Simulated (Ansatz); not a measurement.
Molecule: sum formula KOH, charge 1, multiplicity 2. SMILES of the parent species: [K][OH]
Coordinates optimised at B3LYP-D3(BJ)/def2-TZVP (Ansatz, a program for electronic structure):
```xyz
3

K      0.0000     0.0000    -0.8976
O      0.0000     0.0000     1.7862
H      0.0000     0.0000     2.7639
```
Charge +1, spin multiplicity 2.

Parts of the frozen-core correlation energy in def2-SVP (Ansatz, hartree). Frozen orbitals: 10; correlated occupied orbitals by spin: 4 and 3; virtual: 29 and 30. UHF or UKS for open shells. Spin-orbit coupling is left out. No relativistic terms.

```json
[
 {"term": "reference (HF)", "value": "-674.27934"},
 {"term": "MP2 opposite-spin", "value": "-0.11285"},
 {"term": "MP2 same-spin", "value": "-0.03631"},
 {"term": "CCSD correlation", "value": "-0.16362"},
 {"term": "(T)", "value": "-0.00183"},
 {"term": "CCSDT minus CCSD(T)", "value": "-0.00021"},
 {"term": "CCSDT(Q) minus CCSD(T)", "value": "-0.00045"},
 {"term": "T1 diagnostic", "value": "0.007"},
 {"term": "largest doubles amplitude", "value": "0.048"},
 {"term": "<S^2> of the reference", "value": "0.755"}
]
```
